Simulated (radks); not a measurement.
The numbers below are computed, except where a source is named.
Q: These are the eigenvalues of the occupied orbitals of an atom or ion with whole-number occupations (hartree). Level of theory: scalar-relativistic Kohn-Sham, BLYP, spin-unpolarised, spherical densities, point nucleus (a radial shooting solver on a logarithmic mesh with Libxc functionals).

orbital  eigenvalue
1s        -2883.176
2s        -506.7415
2p        -439.1571
3s        -119.2516
3p        -99.57568
3d        -78.25427
4s        -25.85198
4p        -19.40082
4d        -11.57220
5s         -4.04513
4f         -2.87404
5p         -2.36094
5d         -0.52288

Which element is it, and in what charge state? The configuration may be excited.

A: Z = 78, platinum, charge +1: Pt+ in [Xe] 4f14 5d9. The list shows which subshells hold electrons but not how many an open one holds; the 1s level, -2883.2 hartree, gives Z - s = 75.9 by -(Z - s)^2/2, which with screening and relativity narrows Z to a few neighbours, and the depths of the outer levels then fix element, charge and occupations together.
